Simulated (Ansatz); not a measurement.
A CCSD(T) single point on AlGeH$_{7}$Si (`[SiH3][AlH][GeH3]`).

```yaml
crystal:
  periodic: [false, false, false]
  atoms:
    - {symbol: Si, position_ang: [-1.514184, 1.190980, -0.917180]}
    - {symbol: Al, position_ang: [0.727288, 0.203162, -0.719107]}
    - {symbol: Ge, position_ang: [1.204140, -1.277142, 1.213656]}
    - {symbol: H, position_ang: [-2.548729, 0.116587, -0.962324]}
    - {symbol: H, position_ang: [-1.695324, 2.045572, -2.123960]}
    - {symbol: H, position_ang: [-1.812700, 2.029146, 0.280891]}
    - {symbol: H, position_ang: [1.858640, 0.498392, -1.796917]}
    - {symbol: H, position_ang: [0.237857, -2.480190, 1.240653]}
    - {symbol: H, position_ang: [0.990961, -0.530166, 2.547248]}
    - {symbol: H, position_ang: [2.635149, -1.847340, 1.240141]}
basis:
  gaussian: {orbitals: def2-TZVPP}
correlation: {method: ccsd_t}
output: {orbitals: {seedname: orbitals}}
```

```sh
$ ansatz run in.yaml --threads 2 --pin off --events-out ev --progress --plain --max-ram 4352MiB
```

Output of Ansatz, abridged:

```
Functional definition: HF
1342 factors; integrals over basis functions are off by at most 8.5e-4 eV
mean field evaluation 1: about -71027.9117 eV, gradient 1.6e1 eV
mean field evaluation 2: about -71028.0314 eV, gradient 1.6e1 eV
mean field evaluation 4: about -71029.6102 eV, gradient 2.4e0 eV
mean field evaluation 8: about -71029.6233 eV, gradient 1.5e-1 eV
mean field -71029.62339189 eV, -2610.2905140439 hartree, gradient 5.3e-6 eV, S^2 0.000000; 0 other end points of the search recorded, 0 dependent functions left out
19 core orbitals not correlated: weight in the atoms' cores, before any rotation towards them, 1.000 or more for the frozen orbitals, at most 0.000 for the correlated occupied ones
reference -71029.62339189 eV, -2610.2905140439 hartree; 14, 14 occupied and 197, 197 virtual orbitals, 1342 factors
second order -12.88200750 eV of doubles, -0.00000000 eV of singles
cycle   1  -13.73934537 eV  change   -8.6e-1 eV  update   1.0e-1
cycle   2  -14.33042662 eV  change   -5.9e-1 eV  update   3.3e-2
cycle   3  -14.37758978 eV  change   -4.7e-2 eV  update   1.3e-2
cycle   4  -14.37292185 eV  change    4.7e-3 eV  update   3.9e-3
cycle   5  -14.37194412 eV  change    9.8e-4 eV  update   1.1e-3
cycle   6  -14.37129101 eV  change    6.5e-4 eV  update   3.7e-4
cycle   7  -14.37127051 eV  change    2.0e-5 eV  update   1.2e-4
cycle   8  -14.37132233 eV  change   -5.2e-5 eV  update   4.4e-5
cycle   9  -14.37132622 eV  change   -3.9e-6 eV  update   1.4e-5
perturbative correction -0.47256334 eV, -0.0173663825 hartree
Total energy: -71044.46728145 eV, -2610.8360169237 hartree
```

Run time 3.6 min (2 threads of an Intel Xeon on a shared host); peak host memory 3.5 GiB.

MP2 recovers 86.8 % of the CCSD(T) correlation energy and the triples give 3.2 %; T1 = 0.0128.
